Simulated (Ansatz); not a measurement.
This geometry of C5H6ClN (13 atoms, charge 0, multiplicity 1) is a first-order saddle point.

These are results of RKS B3LYP/def2-SVP (Ansatz), not measurements.

```xyz
13
Properties=species:S:1:pos:R:3
C -0.127 -2.501 -1.174
C -0.433 -1.563 -0.472
C -0.774 -0.443 0.395
Cl -2.489 0.127 -0.020
C 0.199 0.714 0.304
C 0.885 1.092 1.404
N 0.308 1.280 -0.940
H 0.139 -3.331 -1.801
H -0.840 -0.775 1.439
H 0.720 0.594 2.360
H 1.619 1.900 1.370
H 1.012 1.978 -1.127
H -0.199 0.893 -1.723
```

**Question.** Which two structures does it join? (They come from a converged band through this point; their orientation in space is the band's.)

**Answer.** No bond is made or broken. The height of N7 over the plane of its neighbours goes from 0.23 to -0.27 Å.

Image 0:

```xyz
13
Properties=species:S:1:pos:R:3
C -0.173 -2.445 -1.253
C -0.456 -1.547 -0.491
C -0.767 -0.456 0.427
Cl -2.507 0.094 0.137
C 0.186 0.716 0.311
C 0.840 1.151 1.407
N 0.275 1.273 -0.949
H 0.073 -3.252 -1.918
H -0.760 -0.823 1.461
H 0.658 0.700 2.382
H 1.552 1.979 1.355
H 1.050 1.904 -1.118
H 0.052 0.672 -1.734
```

Image 6:

```xyz
13
Properties=species:S:1:pos:R:3
C -0.105 -2.587 -1.104
C -0.415 -1.608 -0.461
C -0.765 -0.449 0.348
Cl -2.439 0.166 -0.175
C 0.232 0.689 0.271
C 0.913 1.053 1.376
N 0.410 1.210 -0.999
H 0.170 -3.449 -1.681
H -0.902 -0.743 1.396
H 0.760 0.538 2.324
H 1.660 1.850 1.348
H 0.927 2.081 -1.049
H -0.426 1.214 -1.578
```

**Question.** How far does it lie above each of them?

**Answer.** 0.012 eV above the first and 0.050 eV above the second. This is the barrier of this one path; another mechanism may lie lower.

Time of the run: 3.5 min on 2 threads of Arm Neoverse V1, on a shared host, peak memory 0.38 GiB.
